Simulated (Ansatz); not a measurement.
Mulliken charges of `N[Si]([S])(Cl)Cl` radical from ωB97M-V/def2-TZVPP in Ansatz (PBE0-D4/def2-TZVP geometry).

```csv
atom,x (Å),y (Å),z (Å),charge (e)
N1,-0.131,1.024,0.322,-0.335
Si2,0.063,-0.559,-0.262,0.560
S3,0.666,-1.723,1.364,-0.137
Cl4,-1.710,-1.196,-1.042,-0.182
Cl5,1.454,-0.535,-1.751,-0.183
H6,0.660,1.630,0.466,0.139
H7,-0.941,1.291,0.857,0.139
```

Q: By hand: the dipole of these point charges (1 e Å = 4.8032 D).

A: Σ q r = (-0.006, 0.302, 0.253) e Å, of length 0.394 e Å = 1.89 D.

Q: How does the dipole of the full density compare? (Estimate.)

A: Computed: (-0.023, 0.402, 0.265) e Å, 2.32 D; the point charges give 0.81 times that, at 7° from its direction.

Point charges leave out the atoms' own dipoles, such as those of lone pairs, and Mulliken's split depends on the basis, so the two needn't agree.
